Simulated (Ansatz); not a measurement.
The same ligand exchange along the group B, Al, Ga, In.

Calculated with Ansatz (gas phase, PBE0-D4/def2-TZVP geometries, no zero-point term in ΔE). CCSD(T)/CBS adds triple-zeta CCSD(T) − MP2 to the extrapolated MP2 energy (def2 sets, frozen cores). This one scheme is used for every species. Functionals use def2-TZVPP. def2 core potentials past Kr. For Ga, Ge, In outer-core shells are correlated without core-valence functions, which leaves a few kJ/mol of doubt a bond. Scalar relativity is left out up to krypton. One conformer a species, not always the lowest.

| reaction | B2PLYP (eV) | PBE-D4 (eV) | r2SCAN-D4 (eV) | RPA@PBE/def2-TZVPP (eV) |
| --- | --- | --- | --- | --- |
| `B[SiH2]F` + `C[NH][GeH3]` → `C[N]([GeH3])[SiH2]F` + BH₃ | -1.07 | -0.90 | -1.01 | -1.12 |
| `F[SiH2][AlH2]` + `C[NH][GeH3]` → `C[N]([GeH3])[SiH2]F` + `[AlH3]` | -0.96 | -0.76 | -0.91 | -0.99 |
| `F[SiH2][GaH2]` + `C[NH][GeH3]` → `C[N]([GeH3])[SiH2]F` + `[GaH3]` | -0.80 | -0.63 | -0.77 | -0.84 |
| `F[SiH2][InH2]` + `C[NH][GeH3]` → `C[N]([GeH3])[SiH2]F` + `[InH3]` | -0.68 | -0.54 | -0.66 | -0.74 |

Q: Give the CCSD(T)/CBS values in the same order. (An estimate is asked.)

A: The calculation gave: -1.11, -0.98, -0.82, -0.70 eV.

Largest T1 diagnostic: 0.014, for `[InH3]`.
